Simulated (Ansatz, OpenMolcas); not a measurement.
**Ansatz → OpenMolcas**

This Ansatz 0.2.0 job computes GaNH2F2 (SMILES [NH2][Ga]([F])[F]):

in.yaml:
```yaml
crystal:
  periodic: [false, false, false]
  atoms:
    - {symbol: N, position_ang: [-0.297500, 0.963700, -0.172700]}
    - {symbol: Ga, position_ang: [0.284200, -0.715300, 0.042000]}
    - {symbol: F, position_ang: [1.685000, -1.101600, 0.997700]}
    - {symbol: F, position_ang: [-0.455300, -2.067700, -0.763400]}
    - {symbol: H, position_ang: [0.025100, 1.704800, 0.425700]}
    - {symbol: H, position_ang: [-1.199500, 1.152100, -0.575400]}
basis:
  gaussian: {orbitals: cc-pVDZ}
total_charge: 0
hamiltonian: {xc: pbe0}
accuracy: high
output: {orbitals: {seedname: orbitals}}
```

```bash
$ ansatz run in.yaml --threads 1 --pin off --max-ram 3480MiB --events-out events.jsonl --progress --plain --runs-dir runs
```

Geometry: relaxed at PBE0-D4/def2-TZVP.

It gives a total energy of -2180.064448 Eh.

**Question.** Translate the job to OpenMolcas 26.06 as an input file of the program's own, asking for the gradient.

**Answer.** This input was run:

calc.inp:
```
&GATEWAY
 BasLib = $CurrDir
 Coord
 6
 angstrom
 N       -0.297500       0.963700      -0.172700
 Ga       0.284200      -0.715300       0.042000
 F        1.685000      -1.101600       0.997700
 F       -0.455300      -2.067700      -0.763400
 H        0.025100       1.704800       0.425700
 H       -1.199500       1.152100      -0.575400
 Basis = cc-pVDZ
 Group = NoSym

&SEWARD
 GridInput
 Grid=UltraFine
 End of Grid

&SCF
 KSDFT = PBE0
 Thresholds = 1e-10 1e-07 1e-07 1e-05
 PrOrbitals = 1 1

&ALASKA
```

```bash
$ export MOLCAS_MEM=1860
$ pymolcas calc.inp > calc.log
```

(Basis files named in the input come from the Basis Set Exchange and aren't shown.)

Its energy is -2180.064443 Eh, 0.005 mEh from the first.
